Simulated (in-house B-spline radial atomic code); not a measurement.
The holmium ion Ho⁺ is squeezed into an impenetrable sphere of radius R (the orbitals vanish at R). Computed with an all-electron radial atomic-structure program (B-spline basis): scalar-relativistic (X2C) Hartree-Fock, spin-polarised, averaged over the determinants with the given up and down occupations, Fermi nucleus of rms radius 5.2022 fm.

Energies in eV above the free ion in [Xe] 4f11 6s1:

```csv
R (bohr),highest level (eV),[Xe] 4f11 6s1,[Xe] 4f11 6d1,[Kr] 4d10 4f11 5s2 5p5 5f1 6s1
9.96,-11,0.01253,7.879,33.73
6.84,-10.5,0.482,12.67,37.12
5.14,-8.1,2.968,22.64,44.85
4.12,-2.07,9.645,39.02,59.07
3.69,3.91,17.03,52.84,71.84
2.98,26.7,51.29,103.1,120.7
2.71,44.6,83.45,143.8,161.5
2.25,103,211.2,291.3,311
1.65,325,896.6,1015,1046
1.41,549,1784,1919,1958
```

Task: Does [Xe] 4f11 6d1 fall below [Xe] 4f11 6s1 under compression?

Result: No, it stays above over the whole range.

Task: Does [Kr] 4d10 4f11 5s2 5p5 5f1 6s1 fall below [Xe] 4f11 6s1 under compression?

Result: No, it stays above over the whole range.

The highest level is first positive in the row R = 3.69 bohr, pushed up by confinement above the zero of the free ion's potential. Each configuration is held fixed and needn't be the lowest in the sphere.
